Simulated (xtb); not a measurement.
SeCl3, SMILES Cl[Se+](Cl)Cl, charge +1. All values are semi-empirical tight-binding results from xtb (GFN2-xTB unless named), good for trends rather than for accurate numbers. Coordinates come from a GFN2-xTB optimisation. The spin state was assumed, not searched. The isomer is the one that the SMILES or the coordinates give; other isomers of the formula were not compared.

Optimised geometry:

```xyz
4

Se     0.0000     0.0000     0.5565
Cl     1.6497    -0.9525    -0.3710
Cl    -1.6497    -0.9525    -0.3710
Cl     0.0000     1.9050    -0.3710
```
Charge +1, spin multiplicity 1.

Problem. Estimate the properties. (Estimate from the structure and the level; the computed values follow.)

Solution. 
The point group as xtb finds it comes out as C3v. The orbital gap is 4.35 eV, the zero-point energy is 2.2 kcal/mol and the G − E(el) at 298.15 K (modified RRHO) comes out as -17.1 kcal/mol. The static polarisability (D4 model) is 70.4 bohr³ and the solvation energy, GFN2-xTB/ALPB(water) is -51.6 kcal/mol. The solvation energy, GFN2-xTB/ALPB(hexane) comes out as -32.2 kcal/mol.

Computed atomic charges and the Wiberg bond orders between heavy atoms:
charges (e) Se1 0.51, Cl2 0.16, Cl3 0.16, Cl4 0.16. Bond orders Se1–Cl2 1.36, Se1–Cl3 1.36, Se1–Cl4 1.36.
